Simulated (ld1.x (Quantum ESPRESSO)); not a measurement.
## N, ultrasoft: configuration errors across variants

```
Element                 : N
Generator               : ld1.x (Quantum ESPRESSO) 7.5
Type                    : ultrasoft
Functional              : LDA (PZ)
Relativity              : non-relativistic
Frozen core             : [He]
Valence charge          : 5
Reference configuration : 2s2 2p3
Partial waves           : 2s (bound): rcut 1.05, rcutus 1.25 bohr; 2s channel at -0.2 Ry: rcut 1.05, rcutus 1.25 bohr; 2p (bound): rcut 1.50, rcutus 1.95 bohr; 2p channel at -0.15 Ry: rcut 1.50, rcutus 1.95 bohr
Local potential         : all-electron potential smoothed inside 0.95 bohr (lloc = -1)
Core correction         : none
Augmentation charge     : PSQ, radius 0.95 bohr
```

All-electron excitation energies from the reference (eV): (1) 2s2 2p2 13.737; (2) 2s2 2p1 42.712; (3) 2s2 2p0 89.879; (4) 2s2 2p3.3 -1.667; (5) 2s2 2p2.5 5.169; (6) 2s1 2p3 25.157; (7) 2s1 2p0 167.304; (8) 2s2 2p3 spin -2.893; (9) 2s2 2p2 spin 12.049.

Spin tests fill each open shell by Hund’s rule, majority spin first.

The overlap operator is not positive definite (basis up to 400 Ry) in “waves 2p (bound): rcut 1.50, rcutus 2.78 bohr; 2p channel at -0.15 Ry: rcut 1.50, rcutus 2.78 bohr”. Such files are unfit for use, however small their errors in these radial tests.

2 further variants failed, have other tests or another functional or relativity, and are left out.

Errors AE − PS in meV (a dash: test not solved or not reliable):

```csv
change,(1),(2),(3),(4),(5),(6),(7),(8),(9),bound ghosts
base,+1.6,+28,+209,0.0,+0.2,+7.1,+582,+299,+213,none
local potential all-electron potential smoothed inside 1.65 bohr (lloc = -1),+1.4,+27,+207,0.0,+0.1,+6.9,+579,+299,+212,none
core correction a·sin(br)/r model core inside 0.56 bohr,-2.0,-10,+5.4,0.0,-0.3,+5.6,+151,+76,+51,none
local potential all-electron potential smoothed inside 2.08 bohr (lloc = -1),+1.2,+24,+194,0.0,+0.1,+6.8,+562,+299,+212,none
"waves 2p (bound): rcut 1.50, rcutus 2.78 bohr; 2p channel at -0.15 Ry: rcut 1.50, rcutus 2.78 bohr",-21,-100,+193,+1.4,-1.8,-17,+557,+298,+161,not determined (overlap not positive)
```

Task: Give the same row for: all radii scaled by about 1.25 (s 1.56, p 2.44 bohr, rcut 1.32/1.88); local potential all-electron potential smoothed inside 1.20 bohr (lloc = -1); augmentation PSQ, radius 1.20 bohr.

Result: -12, -22, +239, -0.4, -2.5, -13, +588, +295, +180; bound ghosts: none.
